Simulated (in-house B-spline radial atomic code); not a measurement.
**RPA and G0W0 on PBE: K II (K+)**

Configuration [Ne] 3s2 3p6, mean-field start PBE. Computed with an all-electron radial atomic-structure program (B-spline basis): all electrons, scalar-relativistic (spin-free one-electron X2C), finite nucleus, each spin shell either full or empty, empty states to l = 9 with an (l + 1/2)⁻⁴ tail; G0W0 by contour deformation at full frequency.

Command:
```bash
python run_gw.py task.json out
```
Settings (radii: box in bohr, nucleus in fm):
```
Z                        19
electrons                18
configuration            [Ne] 3s2 3p6
hamiltonian              x2c
method                   pbe,pbe
lmax                     9
rms_radius               3.4349
spin_polarised           False
box_radius               23.78
intervals                71
```

Time taken, with all properties: 2.2 s on 1 thread of Arm Neoverse N1, on a shared host.

Energies (hartree):

| term | value |
| --- | --- |
| mean-field total | -601.86396 |
| Hartree-Fock functional on these orbitals | -601.30553 |
| direct second order | -1.3369 |
| second-order exchange | 0.45071 |
| SOSEX correction | 0.40414 |

(1) What is the RPA correlation energy, and what remains with SOSEX?

Quasi-particle levels (eV):

```tsv
level	occupied	mean field	Σx - vxc	Σc	QP weight	G0W0
3p	yes	-24.880	-6.85	?	?	?
4s	no	-6.213	2.75	-0.68	0.982	-4.141
```

G0W0 = mean field + (Σx - vxc) + Σc, with Σc (partial-wave tail included) taken at the quasi-particle energy. Only the outer levels were computed. Levels of low weight are left out.

(2) Where does G0W0 put 3p?

Answers

(1) RPA gives -1.141 hartree (-1.72 eV per electron); RPA + SOSEX gives -0.73688, and the second-order doubles -0.88619 hartree (no singles). SOSEX takes back 35 % of the RPA value.

(2) At -31.45 eV, with Σc = 0.28 eV and a quasi-particle weight of 0.898. The tabulated removal energy is 31.625 eV (NIST, measured); the calculation leaves out spin-orbit coupling, Breit and QED terms, and what these don't explain is the method's own error.
